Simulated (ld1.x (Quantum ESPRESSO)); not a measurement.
What the settings do to the PAW potential of lutetium (Lu)

Base potential:

lutetium, PAW, made with ld1.x (Quantum ESPRESSO) 7.5 (PBE, scalar-relativistic). Core [Kr] 4d10 4f14, reference 5s2 5p6 5d1 6s1.5 6p0 (charge +0.5). Waves: 5s (bound): rcut 1.50, rcutus 1.70 bohr; 6s (bound): rcut 1.50, rcutus 1.70 bohr; 5p (bound): rcut 1.85, rcutus 2.00 bohr; 6p (bound, empty): rcut 1.85, rcutus 2.00 bohr; 5d (bound): rcut 2.60, rcutus 3.05 bohr; 5d channel at 0.3 Ry: rcut 2.60, rcutus 3.05 bohr. Local part: all-electron potential smoothed inside 1.35 bohr (lloc = -2). Core correction: Bessel-smoothed model core inside 1.35 bohr. Augmentation charge: BESSEL, radius 1.65 bohr.

Cutoffs, loose and tight: the cutoffs (Ry, on a coarse ladder) from which the occupation-weighted sum of valence levels, in a spherical-Bessel basis at the reference potential, stays within 10 and 1 mRy of its value at 400 Ry. They do not see the model core or the augmentation charge, which bear on the density cutoff. Test errors are all-electron minus pseudo excitation energies from the reference, over the configurations 5s2 5p6 5d1 6s2 6p0; 5s2 5p6 5d1 6s1 6p0; 5s2 5p6 5d1 6s0 6p0; 5s2 5p6 5d0 6s2 6p1; 5s2 5p6 5d1 6s0 6p1; 5s2 5p6 5d0 6s2 6p0; 5s2 5p5 5d1 6s2 6p0. A dash means not determined; rows that change the core or the reference have their own tests. The largest error is taken over the tests solved by every variant that gives reliable tests at all: 5s2 5p6 5d0 6s2 6p0; 5s2 5p6 5d0 6s2 6p1; 5s2 5p6 5d1 6s0 6p0; 5s2 5p6 5d1 6s0 6p1; 5s2 5p6 5d1 6s1 6p0; 5s2 5p6 5d1 6s2 6p0.

A true bound ghost makes a file unfit for plane-wave use even where its test errors are small: the radial tests pick states by their node count and pass the ghost by.

Cutoffs are not given where the Bessel-basis levels miss the radial ones by over 6 mRy, ghosts where they miss by over 20 mRy; a channel whose overlap is not positive is not tested.

A file whose overlap is not positive is unfit for use, and its test errors describe a broken file.

```tsv
change	outcome	cutoff, loose	cutoff, tight	bound ghosts	largest test error (meV)
base	generated	21 Ry	35 Ry	d	-23
waves 5d (bound): rcut 1.84, rcutus 1.94 bohr; 5d channel at 0.3 Ry: rcut 1.84, rcutus 1.94 bohr	generated	21 Ry	35 Ry	none	-19
waves 5d (bound): rcut 2.24, rcutus 2.38 bohr; 5d channel at 0.3 Ry: rcut 2.24, rcutus 2.38 bohr	generated	21 Ry	35 Ry	none	-19
waves 5d (bound): rcut 2.44, rcutus 2.58 bohr; 5d channel at 0.3 Ry: rcut 2.44, rcutus 2.58 bohr	generated	21 Ry	35 Ry	none	-19
waves 5d (bound): rcut 2.60, rcutus 2.92 bohr; 5d channel at 0.3 Ry: rcut 2.60, rcutus 2.92 bohr	generated	21 Ry	35 Ry	d	-20
waves 5d (bound): rcut 2.60, rcutus 3.20 bohr; 5d channel at 0.3 Ry: rcut 2.60, rcutus 3.20 bohr	generated, overlap not positive	–	–	not determined (overlap not positive)	-16
waves 5d (bound): rcut 2.60, rcutus 3.64 bohr; 5d channel at 0.3 Ry: rcut 2.60, rcutus 3.64 bohr	generated, overlap not positive	–	–	not determined (overlap not positive)	test run stopped at test 1 of 7 (negative rho)
waves 5d (bound): rcut 2.60, rcutus 3.88 bohr; 5d channel at 0.3 Ry: rcut 2.60, rcutus 3.88 bohr	generated, overlap not positive	–	–	not determined (overlap not positive)	-318
waves 5d (bound): rcut 2.60, rcutus 4.34 bohr; 5d channel at 0.3 Ry: rcut 2.60, rcutus 4.34 bohr	generated	21 Ry	35 Ry	none	+50
waves 5d (bound): rcut 2.60, rcutus 4.58 bohr; 5d channel at 0.3 Ry: rcut 2.60, rcutus 4.58 bohr	generated	21 Ry	35 Ry	none	+83
```

Reading the sweep of the d radius (base included, trends over the rows without a ghost): The loose cutoff stays near 21 Ry. The median size of the test errors (rows with all tests solved) is not monotonic: lowest 10.5 meV at 1.94 bohr, highest 16.4 meV at 4.34 bohr. Bound ghosts are found at 2.92, 3.05 bohr.
